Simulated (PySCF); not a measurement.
## Electronic structure of Cu (copper, neutral) at the UHF level

Configuration: [Ar] 3d10 4s1, 2S determinant. All numbers are calculated (PySCF 2.14, the spin-free X2C one-electron Hamiltonian (Gaussian nucleus), in x2c-SVPall).

- Total energy: -1652.840699 hartree
- One-electron energy: -2306.9369 hartree
- Hartree (Coulomb) energy: 720.6383 hartree
- Exchange energy: -66.5421 hartree
- ⟨S²⟩: 0.7520
- ⟨L²⟩: 0.000
- Sum of ⟨r⟩: 21.01 bohr
- Sum of ⟨r²⟩: 31.73 bohr²
- Langevin diamagnetic susceptibility: -25.1 ×10⁻⁶ cm³/mol
- Time after the integrals: 0.06 s of wall time on 1 thread of Intel(R) Xeon(R) 6975P-C (shared host)

```tsv
shell	electrons	mean orbital energy (eV)	rms radius, mean of both spins (bohr)
1s α	1	-9046.6	0.0602
1s β	1	-9046.6	0.0602
2s β	1	-1133.7	0.254
2s α	1	-1133.7	0.254
2p β	3	-974.62	0.228
2p α	3	-974.56	0.228
3s α	1	-140.47	0.767
3s β	1	-140.43	0.767
3p β	3	-91.749	0.820
3p α	3	-91.621	0.820
3d β	5	-13.196	1.16
3d α	5	-13.093	1.16
4s α	1	-6.665	3.54
```

Densities and radii are taken from the X2C orbitals without a picture-change correction, which distorts them close to the nucleus.
